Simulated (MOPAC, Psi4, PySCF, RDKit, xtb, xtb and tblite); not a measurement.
Two geometries of SMILES CC(C)C[SiH2]N (C4H13NSi), relaxed at GFN2-xTB with one dihedral held; other torsions can differ between them too.

Structure A

```
19

C      2.0279     0.9752    -0.0362
C      0.9039    -0.0410    -0.2372
C      0.7595    -0.3677    -1.7201
C     -0.4111     0.4944     0.3306
Si    -1.8095    -0.7936     0.4153
N     -2.2385    -0.9062     2.0829
H      2.1714     1.1876     1.0212
H      1.7890     1.9083    -0.5438
H      2.9657     0.5971    -0.4388
H      1.1692    -0.9586     0.2991
H     -0.0214    -1.1073    -1.8775
H      1.6925    -0.7597    -2.1205
H      0.4978     0.5290    -2.2790
H     -0.2201     0.8696     1.3383
H     -0.7181     1.3550    -0.2669
H     -1.3777    -2.1528     0.0799
H     -2.8954    -0.3994    -0.5024
H     -2.3813    -0.0578     2.6077
H     -2.9307    -1.5866     2.3513
```

Structure B

```
19

C      2.9240     2.4841     0.2873
C      3.8629     1.3016     0.0745
C      5.2884     1.6949     0.4645
C      3.4120     0.0812     0.8780
Si     1.7745    -0.7129     0.3317
N      2.0099    -1.2010    -1.3052
H      1.9231     2.2476    -0.0617
H      2.8701     2.7387     1.3444
H      3.2802     3.3564    -0.2574
H      3.8557     1.0412    -0.9896
H      5.9800     0.8740     0.2846
H      5.6228     2.5549    -0.1128
H      5.3328     1.9536     1.5211
H      3.3395     0.3648     1.9300
H      4.1973    -0.6772     0.8250
H      1.4805    -1.8066     1.2781
H      0.6241     0.1913     0.3010
H      1.2419    -1.6226    -1.8011
H      2.8712    -1.6568    -1.5605
```

Task: Which is lower in energy at the level B3LYP-D3(BJ)/def2-SVP // GFN2-xTB (Psi4), and by how much?

Result: B is lower, by 7.29 kJ/mol (dihedral C2–C4–Si5–N6: 120° in A, 60° in B).

E(B) − E(A) in kJ/mol at the other levels, on the same two geometries: GFN2-xTB (xtb and tblite) -1.38; MMFF94 // GFN2-xTB (RDKit) -7.74; B3LYP/def2-SVP // GFN2-xTB (Psi4) -6.43; PBE/def2-SVP // GFN2-xTB (Psi4) -6.32; PBE-D3(BJ)/def2-SVP // GFN2-xTB (Psi4) -6.90; UFF // GFN2-xTB (RDKit) -5.94; PM7, restricted, heats of formation // GFN2-xTB (MOPAC) -6.11; PM6, restricted, heats of formation // GFN2-xTB (MOPAC) -4.84; GFN1-xTB // GFN2-xTB (xtb) -5.30; restricted B3LYP/6-31G*, spherical d, density fitting // GFN2-xTB (PySCF) -4.19; restricted B3LYP/3-21G // GFN2-xTB (PySCF) -5.76; restricted B3LYP/6-311+G**, spherical d, density fitting // GFN2-xTB (PySCF) -4.98; restricted BP86/6-31G*, spherical d, density fitting // GFN2-xTB (PySCF) -3.81.
